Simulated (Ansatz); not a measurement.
Stepwise reaction of `[F][Sc]([F])[F]` with hydrogen chloride, as a gas-phase model of exchange steps in deposition or etching. ΔE in kJ/mol; ΔG adds harmonic PBE0-D4 terms to CCSD(T)/CBS, at 1 bar.

Computed with Ansatz on PBE0-D4/def2-TZVP structures; ΔE is electronic, products minus reactants. CCSD(T)/CBS adds triple-zeta CCSD(T) − MP2 to the extrapolated MP2 energy (def2 sets, frozen cores). This one scheme is used for every species. DFT in def2-TZVPP. B3LYP here is the variant with VWN-RPA as its local correlation; programs differ in this. For Sc outer-core shells are correlated without core-valence functions, which leaves a few kJ/mol of doubt a bond. Scalar relativity is left out up to krypton.

| step | reaction | PBE-D4 | B3LYP-D4 | ωB97M-V | CCSD(T)/CBS | ΔG(500 K) |
| --- | --- | --- | --- | --- | --- | --- |
| 1 | `[F][Sc]([F])[F]` + HCl → `[F][Sc]([F])[Cl]` + H–F | 14.5 | 13.1 | 11.9 | 3.4 | 5.2 |
| 2 | `[F][Sc]([F])[Cl]` + HCl → `[F][Sc]([Cl])[Cl]` + H–F | 17.1 | 15.5 | 15.4 | 5.4 | 11.5 |

Question: Give the row of step 3, `[F][Sc]([Cl])[Cl]` + HCl → `[Cl][Sc]([Cl])[Cl]` + H–F. (Estimate.)

Answer: Computed: 
```csv
step,reaction,PBE-D4,B3LYP-D4,ωB97M-V,CCSD(T)/CBS,ΔG(500 K)
3,`[F][Sc]([Cl])[Cl]` + HCl → `[Cl][Sc]([Cl])[Cl]` + H–F,18.7,16.9,18.0,6.5,17.0
```

Question: By hand: ΔE of the 3 steps together at CCSD(T)/CBS.

Answer: (3.4) + (5.4) + (6.5) = 15.3 kJ/mol, or 5.1 kJ/mol a step.

In ΔE the steps differ by no more than 3.1 kJ/mol. ΔG lies between 5.2 and 17.0 kJ/mol a step. PBE-D4 differs from CCSD(T)/CBS by 11.1 to 12.2 kJ/mol a step. Isolated molecules leave out the surface, adducts and barriers. Largest T1 diagnostic: 0.017.
